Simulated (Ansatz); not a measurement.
`OPS` and `OP([SiH3])S` differ in one atom or group.

Ansatz, PBE0-D4/def2-TZVP geometries, multiplicity 1. Each molecule was computed in one conformer, which needn't be the lowest.

```json
{"property": "zero-point energy (PBE0-D4/def2-TZVP) / kJ/mol", "`OPS`": "89.2"}
{"property": "HOMO energy (PBE/def2-TZVPP) / eV", "`OPS`": "-5.99"}
{"property": "HOMO–LUMO gap (ωB97M-V/def2-TZVPP) / eV", "`OPS`": "10.80"}
{"property": "LUMO energy (B3LYP/def2-TZVPP) / eV", "`OPS`": "-0.57"}
{"property": "LUMO energy (PBE0/def2-TZVPP) / eV", "`OPS`": "-0.30"}
{"property": "LUMO energy (PBE/def2-TZVPP) / eV", "`OPS`": "-1.19"}
```

Question: What does the change do to each property? (Best estimate.)

Answer: The calculation gave: 
```tsv
property	`OP([SiH3])S`	shift
zero-point energy (PBE0-D4/def2-TZVP) / kJ/mol	131.7	42.5
HOMO energy (PBE/def2-TZVPP) / eV	-5.99	0.00
HOMO–LUMO gap (ωB97M-V/def2-TZVPP) / eV	10.41	-0.39
LUMO energy (B3LYP/def2-TZVPP) / eV	-0.75	-0.18
LUMO energy (PBE0/def2-TZVPP) / eV	-0.54	-0.24
LUMO energy (PBE/def2-TZVPP) / eV	-1.42	-0.23
```

With PBE0 the HOMO rises by 0.09 eV and the LUMO falls by 0.24 eV, so the gap narrows by about 0.33 eV. PBE moves the HOMO by 0.00 eV and ωB97M-V by 0.17 eV. The zero-point energy changes by 42.5 kJ/mol with +9 modes.

B3LYP here is the variant with VWN-RPA as its local correlation; programs differ in this.
